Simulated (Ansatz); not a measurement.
Cost and result for the atomization energy of BGeH9Si2, SMILES `[BH2][GeH2][SiH2][SiH3]` (13 atoms, 12 bonds).

```xyz
13

B    -2.3417   -0.1323   -0.2574
Ge   -1.1009    1.0602    0.8374
Si    0.9644   -0.1533    0.9610
Si    1.7493   -0.6018   -1.1933
H    -3.0234   -0.9560    0.2743
H    -2.3320   -0.0783   -1.4506
H    -1.5723    1.3340    2.2772
H    -0.7717    2.4066    0.1656
H     0.7442   -1.4343    1.6888
H     1.9628    0.6481    1.7222
H     1.9236    0.6714   -1.9428
H     0.7489   -1.4380   -1.9122
H     3.0487   -1.3262   -1.1702
```

Charge 0, multiplicity 1. Correlated methods include outer-core shells of Ge, which these sets cover unevenly. Scalar relativity is left out up to krypton. The geometry is a stationary point of PBE0-D4/def2-TZVP. It is one conformer, not always the lowest. Program: Ansatz. All runs use 4 threads of an Arm Neoverse V1 on a shared host. Times are those of one run each, without the atoms' runs, and a repeat can differ threefold. Electronic energies, without spin–orbit coupling; frozen cores. CCSD(T)/CBS adds CCSD(T) − MP2 in def2-TZVPP to the MP2 limit, and its time is that of the two runs behind it. T1 = 0.013. With those shells the extrapolation isn't a true limit. B3LYP takes the VWN-RPA correlation (the form of Gaussian; ORCA's B3LYP/G).

CCSD(T)/CBS is a level of theory with its own doubt, some kJ/mol a heavy atom from the limit and from the frozen cores, so smaller differences don't rank the functionals.

```json
{"level": "PBE-D4/def2-TZVPP (with forces)", "functions": "289", "wall time": "3.5 s", "atomization (kcal/mol)": "883.4", "difference from CCSD(T)/CBS": "-10.6", "per bond": "-0.9"}
{"level": "PBE0-D4/def2-TZVPP", "functions": "289", "wall time": "4.8 s", "atomization (kcal/mol)": "884.4", "difference from CCSD(T)/CBS": "-9.6", "per bond": "-0.8"}
{"level": "r2SCAN-D4/def2-TZVPP (with forces)", "functions": "289", "wall time": "6.5 s", "atomization (kcal/mol)": "896.0", "difference from CCSD(T)/CBS": "2.0", "per bond": "0.2"}
{"level": "B3LYP-D4/def2-TZVPP (with forces)", "functions": "289", "wall time": "7.5 s", "atomization (kcal/mol)": "892.6", "difference from CCSD(T)/CBS": "-1.4", "per bond": "-0.1"}
{"level": "B2PLYP/def2-TZVPP", "functions": "289", "wall time": "8 s", "atomization (kcal/mol)": "879.2", "difference from CCSD(T)/CBS": "-14.8", "per bond": "-1.2"}
{"level": "ωB97X-V/def2-TZVPP", "functions": "289", "wall time": "12 s", "atomization (kcal/mol)": "901.5", "difference from CCSD(T)/CBS": "7.5", "per bond": "0.6"}
{"level": "ωB97M-V/def2-TZVPP (with forces)", "functions": "289", "wall time": "17 s", "atomization (kcal/mol)": "890.2", "difference from CCSD(T)/CBS": "-3.8", "per bond": "-0.3"}
{"level": "MP2/def2-QZVPP", "functions": "556", "wall time": "35 s", "atomization (kcal/mol)": "875.1", "difference from CCSD(T)/CBS": "-18.9", "per bond": "-1.6"}
{"level": "CCSD(T)/def2-TZVPP", "functions": "289", "wall time": "4.6 min", "atomization (kcal/mol)": "875.6", "difference from CCSD(T)/CBS": "-18.4", "per bond": "-1.5"}
{"level": "CCSD(T)/CBS(def2)", "functions": "–", "wall time": "5.1 min", "atomization (kcal/mol)": "894.0", "difference from CCSD(T)/CBS": "0.0", "per bond": "0.0"}
```

In def2-TZVPP, CCSD(T) changes the Hartree–Fock value by +188.7 kcal/mol (the triples alone add +7.4 kcal/mol) and MP2 by +177.5 kcal/mol; breaking electron pairs costs correlation energy, which Hartree–Fock lacks. The D4 term adds +11.5 kcal/mol with B3LYP and +6.2 kcal/mol with PBE0; it sums over pairs of atoms, weighted by their polarisabilities, and B3LYP, whose exchange is more repulsive, gets the larger term. From PBE to PBE0 (25 % exact exchange), in def2-TZVPP and without D4, the atomization energy moves by +1.9 kcal/mol.
